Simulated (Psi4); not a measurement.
Psi4 input (wB97X-D/6-311+G**):

```
memory 1500 MB

molecule {
-1 1
C    -2.03486300    0.04237300    0.31563000
Si   -0.60133000   -1.03539600    0.05072100
B     0.86235000    0.38553800   -0.12279600
O     2.17261800    0.33137800   -0.59077000
O     0.39833200    1.57990000    0.31838800
H    -2.40106000    0.54849600   -0.58467800
H    -2.87373500   -0.36718100    0.88315600
H    -0.44530300   -2.08499600   -1.05689500
H    -0.32404200   -1.88621300    1.26583100
H     2.35843600   -0.56168000   -0.89145200
H    -0.56583800    1.37495900    0.57319500
symmetry c1
no_reorient
no_com
}

set {
  basis 6-311+G**
  reference rks
  scf_type df
  df_basis_scf def2-universal-jkfit
  dft_radial_points 99
  dft_spherical_points 590
  e_convergence 1e-8
  d_convergence 1e-7
  maxiter 150
}

e = energy('wb97x-d')
print_out(f'\nFINAL {e:.10f} DIPOLE {variable("CURRENT DIPOLE")[0]:.6f} {variable("CURRENT DIPOLE")[1]:.6f} {variable("CURRENT DIPOLE")[2]:.6f}\n')
```

Output:

```
   => Loading Basis Set <=

    Name: 6-311+G**
    Role: ORBITAL
    Keyword: BASIS
    atoms 1    entry C          line   129 file 6-311pgss.gbs
    atoms 2    entry SI         line   351 file 6-311pgss.gbs
    atoms 3    entry B          line   108 file 6-311pgss.gbs
    atoms 4-5  entry O          line   171 file 6-311pgss.gbs
    atoms 6-11 entry H          line    42 file 6-311pgss.gbs

   => WB97X-D: Empirical Dispersion <=

    Chai and Head-Gordon Dispersion Correction
    Chai, J.-D.; Head-Gordon, M. (2010), J. Chem. Phys., 132: 6615-6620

        s6 =       1.000000

         ---------------------------------------------------------
                                   SCF
               by Justin Turney, Rob Parrish, Andy Simmonett
                          and Daniel G. A. Smith
                              RKS Reference
         ---------------------------------------------------------

  ==> Geometry <==

    Molecular point group: c1
    Full point group: C1

    Geometry (in Angstrom), charge = -1, multiplicity = 1:

       Center              X                  Y                   Z               Mass
    ------------   -----------------  -----------------  -----------------  -----------------
         C           -2.034863000000     0.042373000000     0.315630000000    12.000000000000
         SI          -0.601330000000    -1.035396000000     0.050721000000    27.976926534650
         B            0.862350000000     0.385538000000    -0.122796000000    11.009305360000
         O            2.172618000000     0.331378000000    -0.590770000000    15.994914619570
         O            0.398332000000     1.579900000000     0.318388000000    15.994914619570
         H           -2.401060000000     0.548496000000    -0.584678000000     1.007825032230
         H           -2.873735000000    -0.367181000000     0.883156000000     1.007825032230
         H           -0.445303000000    -2.084996000000    -1.056895000000     1.007825032230
         H           -0.324042000000    -1.886213000000     1.265831000000     1.007825032230
         H            2.358436000000    -0.561680000000    -0.891452000000     1.007825032230
         H           -0.565838000000     1.374959000000     0.573195000000     1.007825032230

  Running in c1 symmetry.

  Rotational constants: A =      0.22104  B =      0.08728  C =      0.06519 [cm^-1]
  Rotational constants: A =   6626.56425  B =   2616.66482  C =   1954.34830 [MHz]
  Nuclear repulsion =  207.607127133911774

  Charge       = -1
  Multiplicity = 1
  Electrons    = 48
  Nalpha       = 24
  Nbeta        = 24

  ==> Algorithm <==

  SCF Algorithm Type is DF.
  DIIS enabled.
  MOM disabled.
  Fractional occupation disabled.
  Guess Type is SAD.
  Energy threshold   = 1.00e-08
  Density threshold  = 1.00e-07
  Integral threshold = 1.00e-12

  ==> Primary Basis <==

  Basis Set: 6-311+G**
    Blend: 6-311+G**
    Number of shells: 78
    Number of basis functions: 154
    Number of Cartesian functions: 159
    Spherical Harmonics?: true
    Max angular momentum: 2

  ==> DFT Potential <==

   => LibXC <=

    Version 7.1.2
    S. Lehtola, C. Steigemann, M. J. T. Oliveira, and M. A. L. Marques,  SoftwareX 7, 1–5 (2018) (10.1016/j.softx.2017.11.002)

   => Composite Functional: WB97X-D <=

    wB97X-D Hyb-GGA Exchange-Correlation Functional

    J.-D. Chai and M. Head-Gordon,  Phys. Chem. Chem. Phys. 10, 6615–6620 (2008) (10.1039/B810189B)

    Deriv               =              1
    GGA                 =           TRUE
    Meta                =          FALSE

    Exchange Hybrid     =           TRUE
    MP2 Hybrid          =          FALSE

   => Exchange-Correlation Functionals <=

    1.0000   wB97X-D range-separated functional

   => Exact (HF) Exchange <=

    0.7780            HF,LR [omega = 0.2000]
    0.2220               HF

   => LibXC Density Thresholds  <==

    XC_HYB_GGA_XC_WB97X_D:  1.00E-14

   => Molecular Quadrature <=

    Radial Scheme          =       TREUTLER
    Pruning Scheme         =           NONE
    Nuclear Scheme         =       TREUTLER

    Blocking Scheme        =         OCTREE
    BS radius alpha        =              1
    Pruning alpha          =              1
    Radial Points          =             99
    Spherical Points       =            590
    Total Points           =         610272
    Total Blocks           =           4348
    Max Points             =            256
    Max Functions          =            148
    Weights Tolerance      =       1.00E-15

   => Loading Basis Set <=

    Name: DEF2-UNIVERSAL-JKFIT
    Role: JKFIT
    Keyword: DF_BASIS_SCF
    atoms 1    entry C          line   198 file def2-universal-jkfit.gbs
    atoms 2    entry SI         line   737 file def2-universal-jkfit.gbs
    atoms 3    entry B          line   138 file def2-universal-jkfit.gbs
    atoms 4-5  entry O          line   318 file def2-universal-jkfit.gbs
    atoms 6-11 entry H          line    18 file def2-universal-jkfit.gbs

  ==> Integral Setup <==

  SCF_SUBTYPE=INCORE selected. In-core MEM_DF algorithm will be used.
  Using in-core AOs.

  ==> MemDFJK: Density-Fitted J/K Matrices <==

    J tasked:                   Yes
    K tasked:                   Yes
    wK tasked:                  Yes
    Omega:                2.000E-01
    Algorithm:                 Core
    Schwarz Cutoff:           1E-12
    Mask sparsity (%):       4.6214
    Fitting Condition:        1E-10

   => Auxiliary Basis Set <=

  Basis Set: DEF2-UNIVERSAL-JKFIT
    Blend: DEF2-UNIVERSAL-JKFIT
    Number of shells: 174
    Number of basis functions: 540
    Number of Cartesian functions: 639
    Spherical Harmonics?: true
    Max angular momentum: 4

  Cached 33.3% of DFT collocation blocks in 0.647 [GiB].

  Minimum eigenvalue in the overlap matrix is 2.3662186453E-04.
  Reciprocal condition number of the overlap matrix is 2.4953566669E-05.
    Using symmetric orthogonalization.

  ==> Pre-Iterations <==

  SCF Guess: Superposition of Atomic Densities via on-the-fly atomic UHF (no occupation information).

   -------------------------
    Irrep   Nso     Nmo
   -------------------------
     A        154     154
   -------------------------
    Total     154     154
   -------------------------

  ==> Iterations <==

                           Total Energy        Delta E     RMS |[F,P]|

   @DF-RKS iter SAD:  -505.47276610003661   -5.05473e+02   0.00000e+00
   @DF-RKS iter   1:  -506.06028307596159   -5.87517e-01   7.25394e-03 ADIIS/DIIS
   @DF-RKS iter   2:  -505.89974040245392    1.60543e-01   7.97761e-03 ADIIS/DIIS
   @DF-RKS iter   3:  -506.59190455023611   -6.92164e-01   6.81985e-04 ADIIS/DIIS
   @DF-RKS iter   4:  -506.59688397903312   -4.97943e-03   2.99647e-04 ADIIS/DIIS
   @DF-RKS iter   5:  -506.59771981171281   -8.35833e-04   1.33406e-04 ADIIS/DIIS
   @DF-RKS iter   6:  -506.59791894529337   -1.99134e-04   2.94731e-05 DIIS
   @DF-RKS iter   7:  -506.59794579296300   -2.68477e-05   7.39481e-06 DIIS
   @DF-RKS iter   8:  -506.59794945831158   -3.66535e-06   2.94204e-06 DIIS
   @DF-RKS iter   9:  -506.59795006970990   -6.11398e-07   1.71495e-06 DIIS
   @DF-RKS iter  10:  -506.59795017160485   -1.01895e-07   6.35565e-07 DIIS
   @DF-RKS iter  11:  -506.59795019578297   -2.41781e-08   1.70379e-07 DIIS
   @DF-RKS iter  12:  -506.59795019844489   -2.66192e-09   4.98901e-08 DIIS
  Energy and wave function converged.

  ==> Post-Iterations <==

   Electrons on quadrature grid:
      Ntotal   =   48.0000002588 ; deviation = 2.588e-07

    Orbital Energies [Eh]
    ---------------------

    Doubly Occupied:

       1A    -66.047924     2A    -19.111057     3A    -19.075538
       4A    -10.041424     5A     -6.711627     6A     -5.182940
       7A     -3.528185     8A     -3.527046     9A     -3.525376
      10A     -0.978734    11A     -0.934600    12A     -0.555574
      13A     -0.502281    14A     -0.425641    15A     -0.391796
      16A     -0.349418    17A     -0.334896    18A     -0.317500
      19A     -0.280658    20A     -0.244357    21A     -0.233806
      22A     -0.214994    23A     -0.167306    24A     -0.074899

    Virtual:

      25A      0.168071    26A      0.181904    27A      0.188550
      28A      0.199394    29A      0.213374    30A      0.216209
      31A      0.223392    32A      0.242530    33A      0.254353
      34A      0.258139    35A      0.261543    36A      0.288038
      37A      0.312878    38A      0.327495    39A      0.347655
      40A      0.354964    41A      0.363590    42A      0.382590
      43A      0.398437    44A      0.402061    45A      0.414854
      46A      0.426390    47A      0.431205    48A      0.449063
      49A      0.455691    50A      0.468640    51A      0.484038
      52A      0.490218    53A      0.503040    54A      0.515308
      55A      0.539277    56A      0.578319    57A      0.580594
      58A      0.626199    59A      0.633835    60A      0.656122
      61A      0.702519    62A      0.713949    63A      0.724074
      64A      0.727425    65A      0.782643    66A      0.814118
      67A      0.830622    68A      0.860793    69A      0.890364
      70A      0.902719    71A      0.920827    72A      0.943376
      73A      0.972011    74A      1.009178    75A      1.060358
      76A      1.082117    77A      1.137530    78A      1.164823
      79A      1.197616    80A      1.222821    81A      1.232495
      82A      1.250361    83A      1.291973    84A      1.303525
      85A      1.321548    86A      1.384226    87A      1.431764
      88A      1.468036    89A      1.486572    90A      1.527006
      91A      1.559476    92A      1.571022    93A      1.609598
      94A      1.634617    95A      1.648934    96A      1.694235
      97A      1.719643    98A      1.729528    99A      1.752283
     100A      1.770654   101A      1.837530   102A      1.867098
     103A      1.896897   104A      1.925149   105A      1.970685
     106A      2.005410   107A      2.027872   108A      2.140561
     109A      2.156430   110A      2.200172   111A      2.220571
     112A      2.297880   113A      2.303808   114A      2.335105
     115A      2.440195   116A      2.499618   117A      2.557281
     118A      2.711384   119A      2.756424   120A      2.775845
     121A      2.829621   122A      2.883526   123A      2.905557
     124A      3.001122   125A      3.014334   126A      3.035514
     127A      3.224953   128A      3.249784   129A      3.318581
     130A      3.402103   131A      3.407877   132A      3.424499
     133A      3.624162   134A      3.669726   135A      3.701197
     136A      3.830667   137A      4.022555   138A      4.081959
     139A      4.108969   140A      5.220234   141A      5.258416
     142A      5.424575   143A      5.608151   144A      5.740885
     145A      5.839087   146A      6.005341   147A     11.725767
     148A     11.765426   149A     11.858017   150A     14.892970
     151A     24.180836   152A     50.149006   153A     50.191843
     154A    141.512223

    Final Occupation by Irrep:
              A
    DOCC [    24 ]
    NA   [    24 ]
    NB   [    24 ]

  @DF-RKS Final Energy:  -506.59795019844489

   => Energetics <=

    Nuclear Repulsion Energy =            207.6071271339117743
    One-Electron Energy =               -1118.8333851584061449
    Two-Electron Energy =                 439.9056735267086538
    DFT Exchange-Correlation Energy =     -35.2735610957324681
    Empirical Dispersion Energy =          -0.0038046049266658
    VV10 Nonlocal Energy =                  0.0000000000000000
    Total Energy =                       -506.5979501984448916

Computation Completed

Properties will be evaluated at   0.000000,   0.000000,   0.000000 [a0]

Properties computed using the SCF density matrix

 Multipole Moments:

 ------------------------------------------------------------------------------------
     Multipole            Electronic (a.u.)      Nuclear  (a.u.)        Total (a.u.)
 ------------------------------------------------------------------------------------

 L = 1.  Multiply by 2.5417464519 to convert [e a0] to [Debye]
 Dipole X            :          1.2901570            0.0000189            1.2901759
 Dipole Y            :         -0.5372132           -0.0000132           -0.5372265
 Dipole Z            :         -0.5365269           -0.0000094           -0.5365364
 Magnitude           :                                                    1.4970095

 ------------------------------------------------------------------------------------

FINAL -506.5979501984 DIPOLE 1.290176 -0.537226 -0.536536

*** Psi4 exiting successfully. Buy a developer a beer!
```

The dipole moment of an ion depends on the origin.

The geometry given is a B3LYP-D3(BJ)/def2-TZVP minimum.
